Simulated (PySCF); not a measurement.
Stepwise substitution at one centre (Al CH3-I). Gas-phase values, no solvent. Strings in code marks are SMILES.

The dipole moment from two functionals at the same geometries (PBE0-D3(BJ)/def2-TZVP), both in PySCF: PBE-D3(BJ)/def2-TZVP and PBE0-D3(BJ)/def2-TZVP. 

```csv
species,PBE-D3(BJ)/def2-TZVP (D),PBE0-D3(BJ)/def2-TZVP (D)
0 of 3 CH3 replaced by I,0.00,0.00
1 of 3 CH3 replaced by I (`[CH3][Al]([CH3])[I]`),2.07,2.15
2 of 3 CH3 replaced by I (`[CH3][Al]([I])[I]`),1.60,1.66
3 of 3 CH3 replaced by I (`[I][Al]([I])[I]`),0.00,0.00
```

Over these rows, drawn at random from the members with no instability flagged (it was tested for open shells, ions and some series alone), PBE minus PBE0-D3(BJ): mean -0.04 D, from -0.09 D to 0.00 D.
